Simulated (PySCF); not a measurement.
A calculated (MN15, PySCF 2.14, jorge-DZP-DKH, the spin-free X2C one-electron Hamiltonian (Gaussian nucleus)) atom or ion has these occupied shells.

| shell | electrons | orbital energy (eV) | rms radius, mean of both spins (bohr) |
| --- | --- | --- | --- |
| 1s β | 1 | -7583.4 | 0.0651 |
| 1s α | 1 | -7583.4 | 0.0651 |
| 2s α | 1 | -892.95 | 0.280 |
| 2s β | 1 | -892.76 | 0.280 |
| 2p α | 3 | -776.08 | 0.249 |
| 2p β | 3 | -775.70 | 0.249 |
| 3s α | 1 | -105.84 | 0.852 |
| 3s β | 1 | -104.69 | 0.852 |
| 3p α | 3 | -72.058 | 0.912 |
| 3p β | 3 | -70.313 | 0.912 |
| 3d α | 5 | -15.025 | 1.24 |
| 3d β | 3 | -13.246 | 1.24 |

Problem. Name the element and its charge.

Solution. Co⁺ (cobalt, charge +1), in [Ar] 3d8, high-spin 3F determinant.
